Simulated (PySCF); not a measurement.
GeF2, SMILES [F][Ge][F] (connectivity only; charge and spin as stated), neutral, multiplicity 1. Geometry: B3LYP-D3(BJ)/def2-TZVP. The isomer is the one that the SMILES or the coordinates give; other isomers of the formula were not compared.

TDDFT-ωB97X/def2-SVPD in PySCF puts the lowest singlet excitations at 5.49, 7.18, 7.81, 8.28, 8.45, 8.53 eV.

What are the lowest excitation roots from PySCF with ADC(2)/aug-cc-pVDZ? (The exact figures need the calculation; the answer reports its results.)

5.27, 7.15, 7.74, 7.83, 7.88, 8.13 eV. S1 differs by -0.22 eV (second minus first; roots are paired by order, and the bases may differ).
